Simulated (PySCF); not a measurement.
# Orbital picture of InPb

UHF at R = 2.915 Å; PySCF, scalar-relativistic core potentials, basis sets In cc-pVDZ-PP with ECP28, Pb cc-pVDZ-PP with ECP60. State: ⁴Σ⁻ (quartet), unpaired electrons σ ↑, π ↑↑. Only the outer orbitals are listed, counted within each symmetry, core potentials removing the inner ones.

```csv
spin,orbital,occ.,ε (eV),on In (%),main shells (%)
α,7σ,1,-17.59,14,"85 Pb s, 10 In s"
α,8σ,1,-11.91,77,"76 In s, 12 Pb p, 10 Pb s"
α,9σ,1,-7.01,51,"47 Pb p, 44 In p"
α,5π,1,-6.62,17,"82 Pb p, 16 In p"
α,5π,1,-6.62,17,"82 Pb p, 16 In p"
α,6π,0,0.42,84,"84 In p, 15 Pb p"
α,6π,0,0.42,84,"84 In p, 15 Pb p"
α,10σ,0,2.33,70,"66 In p, 38 Pb p"
β,7σ,1,-13.84,21,"78 Pb s, 18 In s"
β,8σ,1,-9.95,79,"78 In s, 18 Pb s"
β,5π,0,0.35,81,"80 In p, 19 Pb p"
β,5π,0,0.35,81,"80 In p, 19 Pb p"
β,9σ,0,0.46,57,"54 In p, 41 Pb p"
```

Problem. Which are the highest filled and the lowest empty level, where do they sit, and how wide is the gap?

Solution. Highest filled α 5π at -6.62 eV (in %: 82 Pb p, 16 In p); lowest empty β 5π at 0.35 eV (in %: 80 In p, 19 Pb p); the gap at UHF is 6.97 eV. Both belong to one degenerate shell, split only by its one-sided filling, so this is no excitation gap. An empty level above zero is unbound, and its energy depends on the basis.

| Item | Value |
| --- | --- |
| bond order (Mayer) | 1.16 |
| ⟨S²⟩ | 3.776 |
| charge on In (Mulliken, basis-dependent) | 0.24 |
| charge on In (Löwdin, basis-dependent) | 0.17 |
| dipole moment (positive dipole means In(−)Pb(+)) | -2.31 D |
| polarisability along the bond | 189.8 bohr³ |
| polarisability across the bond | 62.1 bohr³ |

Spin–orbit coupling is left out, which matters for elements this heavy, above all for dissociation energies. The state was picked by a PBE0 search and need not be the measured ground state.
